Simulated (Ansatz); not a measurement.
Problem. Name a neutral molecule of In, N, Si and H with HOMO–LUMO gap (B3LYP/def2-TZVPP) between 5.05 and 5.35 eV and HOMO energy (PBE0/def2-TZVPP) between -7.70 and -7.40 eV (Ansatz, PBE0-D4/def2-TZVP geometry).

Solution. `[SiH3][N]([SiH3])[In]([N]([SiH3])[SiH3])[N]([SiH3])[SiH3]` (5.19 eV, -7.63 eV); `[SiH3][N]([SiH3])[InH2]` (5.24 eV, -7.44 eV). Other molecules can fit too; these were computed, each in one conformer that needn't be the lowest.

B3LYP here is the variant with VWN-RPA as its local correlation; programs differ in this.
